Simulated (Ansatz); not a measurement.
Cost and result for the atomization energy of CH$_{5}$BFNTe (10 atoms, 9 bonds).

```xyz
10

B     0.301   -0.878    0.731
C    -0.070    0.600    0.462
N     0.444    1.382   -0.459
F    -0.966    1.238    1.184
Te   -1.498   -1.762   -0.372
H     1.322   -1.201    0.186
H     0.142   -1.186    1.880
H     0.057    2.291   -0.657
H     1.156    1.004   -1.061
H    -0.888   -1.488   -1.893
```

The species carries charge 0 and has multiplicity 1. Correlated methods include outer-core shells of Te, which these sets cover unevenly. Te takes the def2 core potential. The bonds changed during the relaxation, so this is another structure than the one it started from. All single points use the PBE0-D4/def2-TZVP geometry. It is one conformer, not always the lowest. Program: Ansatz. All runs use 4 threads of a server CPU on a shared host. Times are those of one run each, without the atoms' runs, and a repeat can differ threefold. Electronic energies, without spin–orbit coupling; frozen cores. CCSD(T)/CBS adds CCSD(T) − MP2 in def2-TZVPP to the MP2 limit, and its time is that of the two runs behind it. T1 = 0.014. With those shells the extrapolation isn't a true limit. B3LYP takes the VWN-RPA correlation (the form of Gaussian; ORCA's B3LYP/G).

CCSD(T)/CBS is a level of theory with its own doubt, some kJ/mol a heavy atom from the limit and from the frozen cores, so smaller differences don't rank the functionals.

```tsv
level	functions	wall time	atomization (kJ/mol)	difference from CCSD(T)/CBS	per bond
LDA (SPW92)/def2-TZVPP	244	1.2 s	4014.9	619.6	68.9
PBE-D4/def2-TZVPP (with forces)	244	2.4 s	3529.4	134.1	14.9
BHLYP-D4/def2-TZVPP	244	3.7 s	3282.1	-113.2	-12.6
r2SCAN-D4/def2-TZVPP (with forces)	244	3.9 s	3425.0	29.7	3.3
B3LYP-D4/def2-TZVPP (with forces)	244	4.1 s	3420.6	25.3	2.8
r2SCANh-D4/def2-TZVPP	244	4.3 s	3393.4	-1.9	-0.2
ωB97X-V/def2-TZVPP	244	7 s	3410.8	15.5	1.7
B97M-V/def2-TZVPP	244	8 s	3413.5	18.2	2.0
CCSD(T)/def2-SVP	107	8.5 s	3181.5	-213.8	-23.8
ωB97M-V/def2-TZVPP (with forces)	244	10 s	3409.5	14.2	1.6
MP2/def2-QZVPP	460	18 s	3416.6	21.3	2.4
CCSD(T)/def2-TZVPP	244	3.9 min	3289.2	-106.1	-11.8
CCSD(T)/CBS(def2)	–	4.2 min	3395.3	0.0	0.0
```

From r2SCAN to r2SCAN0 (25 % exact exchange), in def2-TZVPP and without D4, the atomization energy moves by −77.5 kJ/mol: exact exchange takes away binding that semilocal exchange gives to molecules. The D4 term adds +37.1 kJ/mol with B3LYP and +19.4 kJ/mol with PBE0; it sums over pairs of atoms, weighted by their polarisabilities, and B3LYP, whose exchange is more repulsive, gets the larger term. In def2-TZVPP, CCSD(T) changes the Hartree–Fock value by +957.5 kJ/mol (the triples alone add +68.6 kJ/mol) and MP2 by +1022.4 kJ/mol; breaking electron pairs costs correlation energy, which Hartree–Fock lacks.

Spin–orbit coupling would lower the free Te atoms strongly, and the atomization energy with them, by more than many differences here.
